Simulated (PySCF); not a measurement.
C4H10BN, SMILES CNB1CCC1.

The structure is a stationary point at PBE0-D3(BJ)/def2-SVP. The geometry has at least one imaginary mode, so it is a saddle point at that level. The structure was generated by enumeration, and PubChem lists no compound with its InChIKey, so it may never have been made. The values are those of a single conformer.

Two levels are set side by side: PBE/def2-TZVP (PySCF) and PBE0/def2-TZVP (PySCF). Same geometry, gas phase. Differences are taken from unrounded values.

```tsv
quantity	PBE0	PBE	PBE minus PBE0
orbital gap (eV)	8.20	5.92	-2.29
highest occupied level (eV)	-7.44	-6.14	1.31
lowest empty level (eV)	0.76	-0.22	-0.98
dipole moment (D)	1.73	1.79	0.06
mean polarisability (bohr³)	69.3	72.1	2.9
```

Without exact exchange PBE keeps part of each electron's self-repulsion, which lifts occupied levels and narrows the gap. Loosely held outer electrons make PBE densities more polarisable. Differences between two approximate levels are no errors against the true value.

Rough cost on one machine, each run with all the roots and properties that it gave: PBE0 against PBE within a factor of 2.
